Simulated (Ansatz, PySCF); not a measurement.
This PySCF input computes a r2SCAN/def2-TZVPD energy:

```python
from pyscf import gto, scf, dft

mol = gto.M(
    atom='''
    Ge   -0.01104719   -0.02428911    0.76784213
    Br    1.09411213   -1.62548576   -0.38711500
    Br   -1.08401184    1.64769295   -0.31491209
    ''',
    basis='def2-tzvpd',
    charge=1,
    spin=1,
    verbose=4,
)

mf = dft.UKS(mol, xc='r2scan').density_fit(auxbasis='def2-universal-jkfit')
mf.grids.level = 4
mf.conv_tol = 1e-9
mf.max_cycle = 100
mf.max_memory = 1500
mf.kernel()
if not mf.converged:
    mf = mf.newton()
    mf.kernel(mf.make_rdm1())
for _ in range(2):
    mo, _, stable, _ = mf.stability(return_status=True)
    if stable:
        break
    mf.kernel(mf.make_rdm1(mo, mf.mo_occ))
mf.analyze()
```

Question: Write an input for the same energy in Ansatz (a first-principles code) and say what it gives.

Answer: 
Ansatz 0.2 input:
```yaml
crystal:
  periodic: [false, false, false]
  atoms:
    - {symbol: Ge, position_ang: [-0.01104719, -0.02428911, 0.76784213]}
    - {symbol: Br, position_ang: [1.09411213, -1.62548576, -0.38711500]}
    - {symbol: Br, position_ang: [-1.08401184, 1.64769295, -0.31491209]}
basis:
  gaussian:
    orbitals: def2-TZVPD
hamiltonian:
  xc: {name: r2SCAN}
total_charge: 1
magnetization: {spin_polarized: true, initial_magnetization: 1}
output: {forces: true}
```
It gives -7225.02011 Eh, and PySCF -7225.02024 Eh, a difference of 0.13 mEh, from the treatment of integrals and grids.
